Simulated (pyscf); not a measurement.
**HO–InH–Cl (SMILES [OH][InH][Cl]), singlet**

Gas-phase minimum from PySCF at ωB97X-D3(BJ)/def2-SVP, one conformer. 

SMILES: [OH][InH][Cl]
```xyz
5

O     -1.6348     1.0142    -0.1682
In    -0.8551    -0.6001     0.6725
Cl    -1.0993    -2.4769    -0.7094
H     -2.0170     0.8330    -1.0359
H     -0.1008    -0.6645     2.1870
```
Charge 0, spin multiplicity 1.

Bond lengths (Å): O1–In2 1.980, O1–H4 0.965, In2–Cl3 2.343, In2–H5 1.693. Bond angles (°): In2–O1–H4 112.6, O1–In2–Cl3 111.2, O1–In2–H5 125.9, Cl3–In2–H5 122.9.

Properties at ωB97X-D3(BJ)/def2-SVP:

```yaml
harmonic_wavenumbers_unscaled: 125, 335, 376, 430, 462, 638, 817, 1933, 3894 cm⁻¹
zero_point_energy: 12.9 kcal/mol
rotational_symmetry_number: 1
Entropy of this conformer at 298 K and 1 atm, rigid rotor and harmonic oscillator, modes under 100 cm⁻¹ raised to 100: 313.1 J/(mol K)
dipole_moment: 1.25 D
```

Single-point totals, which compare only within one level (frozen core for MP2 and CC):

| level | total energy (hartree) |
|---|---|
| ωB97X-D3(BJ)/def2-TZVP | -726.96065 |
| PBE/def2-TZVP | -726.60309 |
| r²SCAN/def2-TZVP | -726.87505 |
| B3LYP-D3(BJ)/def2-TZVP | -726.95988 |
| PBE0-D3(BJ)/def2-TZVP | -726.63934 |
| M06-2X/def2-TZVP | -726.75606 |
| ωB97M-D3(BJ)/def2-TZVP | -726.96468 |
| HF/def2-TZVPP | -724.84943 |
| MP2/def2-TZVPP | -725.56784 |
| CCSD/def2-TZVPP | -725.58246 |
| CCSD(T)/def2-TZVPP | -725.60866 |

Soft torsions are taken as harmonic, which can shift the entropy by several J/(mol K). The CCSD(T) − MP2 part came from Ansatz, without density fitting, on the same reference. The frozen core leaves the outer d or s,p core shells of the metals and heavy elements correlated in the MP2 and CC values, and def2-TZVPP describes them poorly, so these totals are far from the basis limit. Elements past Kr carry the def2 core potentials, without spin-orbit coupling.
